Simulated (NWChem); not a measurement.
# Total energies of vinylidene fluoride (C$_{2}$H$_{2}$F$_{2}$)

```xyz
6

C      0.0000     0.0000     1.3820
C      0.0000     0.0000     0.0583
F      1.0734     0.0000    -0.6935
F     -1.0734     0.0000    -0.6935
H     -0.9458     0.0000     1.9203
H      0.9458     0.0000     1.9203
```
Charge 0, spin multiplicity 1.

Program: NWChem. Structure: optimised with PBE0/def2-SVP, a minimum by its harmonic frequencies.

Basis set: cc-pVTZ (148 functions).

```csv
method,total energy (Ha),relative cost
RHF,-275.84955,1
MP2,-276.66540,under 3
B2PLYP,-277.00073,6
PBE,-276.88775,under 3
B3LYP,-277.17755,under 3
LC-wPBE (omega 0.3 per bohr),-276.95430,20
```

Total energies of different functionals aren't comparable as a measure of quality: only differences taken within one method are. The cost column gives rough processor time relative to RHF; each entry includes its own SCF.

The correlated methods keep 4 core orbitals frozen. B3LYP has NWChem's definition, with VWN1-RPA local correlation. GW and range-separated runs recompute their integrals, the others keep them in memory, which bears on the times.
